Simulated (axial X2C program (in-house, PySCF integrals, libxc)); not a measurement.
Correcting the dissociation energy of CsSi for spin–orbit coupling

A spin-free CCSD(T) curve (one-electron X2C) was computed with an in-house relativistic program for diatomic molecules, basis Cs dyall-cv3z [15s15p9d4f1g], Si dyall-v3z [8s7p2d1f] (cores contracted in-house), for the state M_S = 3/2, Λ = 0 (beyond evenly filled blocks: σα, π+α, π-α). It gives D0 = 1.637 eV to Cs + Si, which in a spin-free picture are the weighted means of the ground terms.

Correlated methods: 13 electrons correlated (number of frozen shells: Cs 4 s, 3 p, 2 d; Si 2 s, 1 p), 267 virtual spin orbitals or spinors in MP2, 90 natural virtuals in coupled cluster.

Measured levels of the ground terms (NIST Handbook of Basic Atomic Spectroscopic Data), in cm⁻¹: Cs 2S: J = 1/2 at 0; Si 3P: J = 0 at 0, J = 1 at 77.1, J = 2 at 223.2.

The molecular state has Λ = 0, so it has no first-order lowering.

Task: How far does each ground level lie under the (2J+1)-weighted mean of its term?

Result: Cs: a single level, 0; Si: (1 × 0 + 3 × 77.1 + 5 × 223.2)/9 = 150 cm⁻¹.

Task: Correct D0.

Result: D0 = 1.637 + (0 − 150)/8065.5 = 1.618 eV at CCSD(T) with these spin–orbit terms.

Second-order spin–orbit effects in the molecule, which grow quickly with Z, are left out. The state is one determinant whose occupation by symmetry is held fixed; it was picked as the lowest of a PBE0 search that is not exhaustive. Dissociation energies refer to the lowest single-determinant-based atoms at the same level and basis. Coupled cluster ran in a truncated set of natural virtual spinors; the MP2 energy of the rest was added. (T) has no such correction and the atoms are truncated less, which lowers De at CCSD(T) by a hundredth of an eV or more. Other states lie close and PBE0, whose exact exchange favours high spin, may order them wrongly; the determinant shown need not be the ground state. The nearest other spin-free determinant of the search, M_S = 1/2, Λ = 0, lies 0.45 eV up at the distance of the search.
